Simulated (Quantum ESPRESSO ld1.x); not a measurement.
Question: The cerium ion Ce2+, configuration [Xe] 4f2. Method: Dirac Kohn-Sham, BLYP, spin-unpolarised, spherical densities, point nucleus; open shells fill j = l - 1/2 first; computed with ld1.x of Quantum ESPRESSO 7.5. Some entries of the table are withheld. Estimate them.

| orbital | occ. | eigenvalue (eV) | <r^2> (bohr^2) |
|---|---|---|---|
| 1s1/2 | 2 | -40247.8 | (1) |
| 2s1/2 | 2 | -6446.29 | 0.01300 |
| 2p1/2 | 2 | -6086.87 | 0.009531 |
| 2p3/2 | 4 | -5640.02 | 0.01079 |
| 3s1/2 | 2 | -1391.31 | 0.08863 |
| 3p1/2 | 2 | (2) | 0.08352 |
| 3p3/2 | 4 | (3) | 0.09106 |
| 3d3/2 | 4 | -885.193 | 0.07454 |
| 3d5/2 | 6 | -866.326 | 0.07668 |
| 4s1/2 | 2 | -285.686 | 0.4604 |
| 4p1/2 | 2 | -229.270 | 0.4926 |
| 4p3/2 | 4 | -210.512 | 0.5348 |
| 4d3/2 | 4 | -118.040 | 0.6429 |
| 4d5/2 | 6 | -114.780 | 0.6602 |
| 5s1/2 | 2 | -49.7750 | 2.675 |
| 5p1/2 | 2 | -34.7984 | 3.428 |
| 5p3/2 | 4 | -32.2046 | 3.768 |
| 5d3/2 | 0 | -13.4838 | 8.431 |
| 5d5/2 | 0 | -13.2683 | 8.676 |
| 6s1/2 | 0 | -13.1668 | 15.94 |
| 4f5/2 | 2 | -12.9039 | 2.050 |
| 4f7/2 | 0 | -12.6159 | 2.117 |
| 6p1/2 | 0 | -9.8801 | 21.98 |
| 6p3/2 | 0 | -9.4775 | 23.56 |
| 5f5/2 | 0 | -4.1962 | 53.88 |
| 5f7/2 | 0 | -4.1865 | 54.21 |

Answer: 
(1) 1s1/2 <r^2> (bohr^2): 0.0008206
(2) 3p1/2 eigenvalue (eV): -1239.11
(3) 3p3/2 eigenvalue (eV): -1151.30
